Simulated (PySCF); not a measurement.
**Where the electron goes**

C5H11FOSi.
Structure used (PBE0-D3(BJ)/def2-SVP), in Å, numbered top down from 1:
```xyz
19
C5H11FOSi angstrom
C      3.340   -0.607   -0.296
O      2.098   -0.342    0.288
Si     0.939    0.647   -0.391
C     -0.530    0.526    0.773
C     -1.203   -0.872    0.789
C     -2.250   -0.341   -0.211
C     -1.832    1.075    0.180
F     -1.697    1.981   -0.847
H      3.897   -1.303    0.349
H      3.951    0.308   -0.413
H      3.240   -1.076   -1.294
H      0.604    0.145   -1.762
H      1.449    2.049   -0.493
H     -0.222    0.938    1.748
H     -0.593   -1.733    0.477
H     -1.642   -1.103    1.771
H     -1.955   -0.537   -1.253
H     -3.303   -0.626   -0.077
H     -2.492    1.530    0.938
```

The calculation used PySCF 2.14.0, density-fitted response routines, TDDFT CAM-B3LYP/def2-SVPD, vertical, gas phase, core orbitals frozen in the response.

Kohn–Sham orbitals with the atoms that hold most of them (Löwdin shares over 4%, at most four atoms; ? is withheld):

```
orbital  ε (eV)                            atoms
 LUMO+2    1.65     Si3 12%, C5 9%, F8 8%, O2 7%
 LUMO+1    1.40  C7 15%, H19 14%, H14 10%, C4 8%
   LUMO    1.20                                ?
   HOMO       ?                                ?
 HOMO-1   -9.68   C4 23%, Si3 16%, O2 12%, C7 8%
 HOMO-2  -10.25   C6 14%, C7 14%, O2 13%, C4 11%
 HOMO-3  -10.39     O2 32%, C1 12%, C4 8%, C6 7%
```

(1) Give the leading atoms of the LUMO.

(2) Give the leading atoms of the HOMO.

(3) What is the HOMO energy, and the HOMO–LUMO gap?

## Answers

(1) Si3 (bonded to C, O and 2 H) 24%; C1 (bonded to O and 3 H) 19%; O2 (bonded to C and Si) 8%; H11 (bonded to C) 6%.

(2) O2 (bonded to C and Si) 49%; Si3 (bonded to C, O and 2 H) 13%; C1 (bonded to O and 3 H) 10%; H12 (bonded to Si) 8%.

(3) ε(HOMO) = -9.44 eV; the gap is 10.64 eV (0.3908 hartree).

Task: How does S1 compare with the orbital gap of 10.64 eV?

Result: S1 is at 7.32 eV (f = 0.0084), 3.31 eV below the gap, made of HOMO→LUMO (75%), HOMO→LUMO+1 (9%). 

Next come S2 at 7.88 eV (f 0.010), HOMO-1→LUMO (54%), HOMO-1→LUMO+2 (13%), HOMO-1→LUMO+1 (12%); S3 at 8.01 eV (f 0.0027), HOMO→LUMO+4 (28%), HOMO→LUMO+2 (21%), HOMO→LUMO+1 (19%); S4 at 8.11 eV (f 0.0042), HOMO-1→LUMO+1 (57%), HOMO-1→LUMO (11%), HOMO→LUMO+2 (10%); S5 at 8.20 eV (f 0.043), HOMO→LUMO+2 (36%), HOMO→LUMO+1 (16%), HOMO→LUMO (12%).

One conformer stands for the species.
